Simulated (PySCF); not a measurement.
# Relaxation of triplet TiH2

Computed with UPBE/[Ti def2-TZVP, H def2-TZVP], no relativity, density fitting, PySCF. A (50,194) grid was used.

A hand-made bent start, of C2v symmetry, held to at least that symmetry:

```xyz
3
charge 0 multiplicity 3, angstrom
Ti    0.0000    0.0000   -0.0389
H     1.3762    0.0000    0.9247
H    -1.3762    0.0000    0.9247
```

Optimiser trace:
```tsv
step	E − E(last) (kJ/mol)	largest gradient (Eh/bohr)
0	5.88	0.01228
1	2.75	0.00800
2	0.06	0.00094
3	0.02	0.00099
4	0.01	0.00062
5	0.00	0.00012
```

It ends at C2v with Ti–H 1.748 Å (×2); H–Ti–H 118.4°. A frequency run shows a minimum.

Final geometry:
```xyz
3
charge 0 multiplicity 3, angstrom
Ti    0.0000    0.0000   -0.0362
H     1.5011    0.0000    0.8591
H    -1.5011    0.0000    0.8591
```

Other spin states or occupations of the open shell can lie lower.

The relaxation took 3.5 s on 2 threads of a shared Arm Neoverse V2 host, with 57 basis functions and 6 gradients; the process peaked at 0.4 GiB.
